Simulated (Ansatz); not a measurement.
Ideal-gas functions of CH4InOS (`C[O][In][SH]`) radical at 800 K and 1 bar, from an Ansatz frequency run at PBE0-D4/def2-TZVP.

Molar mass 178.93 g/mol, point group Cs (symmetry number 1), electronic degeneracy 2, moments of inertia 65.736, 316.614, 379.17 u Å². Harmonic wavenumbers (cm⁻¹, unscaled): 51, 67, 91, 199, 212, 311, 468, 592, 1120, 1172, 1173, 1467, 1484, 1493, 2692, 2984, 3040, 3057.

Use S(trans) = R[1.5 ln M + 2.5 ln T − 1.1517]; rotational temperatures θ = 24.2544 K / I; S(rot) = R[ln(√π/σ · √(T³/θAθBθC)) + 1.5]; for each mode x = 1.438777 ν̃/T, S = R[x/(eˣ − 1) − ln(1 − e⁻ˣ)] and H = RT x/(eˣ − 1); 1 cm⁻¹ = 0.0119627 kJ/mol; R = 8.31446 J/(mol·K).

By hand: the entropy, in J/(mol·K).

Translation 194.1. Rotation: θ = 0.369, 0.0766, 0.064 K, giving 126.9. Vibration, mode by mode: 28.18, 25.91, 23.37, 16.90, 16.38, 13.25, 9.99, 8.18, 3.77, 3.50, 3.50, 2.31, 2.25, 2.22, 0.39, 0.25, 0.23, 0.22, in all 160.8. Electronic 5.8. Sum 487.6 J/(mol·K).

By hand: H − E and G − E in kJ/mol, counted from the electronic energy.

Zero-point energy ½ × 21673 × 0.0119627 = 129.6; thermal vibration 53.3; translation, rotation and pV give 4 RT = 26.6. H − E = 209.5 kJ/mol, and G − E = 209.5 − 800 × 487.6/1000 = -180.6 kJ/mol.

Vibration gives 33 % of the entropy, 77.5 J/(mol·K) of it from the modes under 150 cm⁻¹: soft modes count most, and the harmonic formula is weakest for them. The sum counts one conformer and one mirror image; others add a mixing term.
